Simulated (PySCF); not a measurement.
# How methods differ on the excitation energy of Mg

Mg [Ne] 3s2 (1S) → Mg [Ne] 3s1 4s1 (3S), as a difference of total energies. Calculation: PySCF 2.14, in aug-cc-pCVTZ-DK with one added diffuse shell each of s, p, d, f type (9s8p6d4f, 91 functions); the spin-free X2C one-electron Hamiltonian (Gaussian nucleus). Correlated levels: valence: [Ne] frozen. The calculations carry no spin-orbit coupling.

| method | excitation energy (eV) |
| --- | --- |
| UHF | 4.212 |
| MP2 (valence) | 4.808 |
| SCS-MP2 (valence) | 4.973 |
| CCSD (valence) | 5.018 |

Task: How much does correlation contribute at MP2 (valence)?

Result: 4.808 − (4.212) = 0.596 eV, measured against UHF.

Errors of the correlated levels include the incompleteness of this basis and the frozen core.

With two correlated electrons CCSD is exact in that space.

For comparison: 5.108 eV (measured; NIST levels).
